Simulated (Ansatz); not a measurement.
Molecule: C2H6Mg, net charge 0, singlet state. SMILES: [CH3][Mg][CH3]
Geometry: optimised at B3LYP-D3(BJ)/def2-TZVP (Ansatz, a first-principles code).

Computed values are from Ansatz. Correlated levels leave the core frozen unless marked. Open shells are spin-unrestricted. No spin-orbit coupling. Non-relativistic. CBS(X,Y): correlation extrapolated as X^-3; Hartree-Fock from the larger set.

Task: What is the T1 diagnostic at CCSD/def2-QZVPPD?

Result: 0.009.

Task: What is the atomisation energy De at CCSD(T)/CBS(def2-TZVPPD,def2-QZVPPD)?

Result: 2958.3 kJ/mol.

Task: What is the total energy at CCSD(T)/CBS(def2-TZVPPD,def2-QZVPPD)?

Result: -279.3547 Eh.

Task: What is the dipole moment at CCSD(T)/def2-SVPD?

Result: 0.00 D.
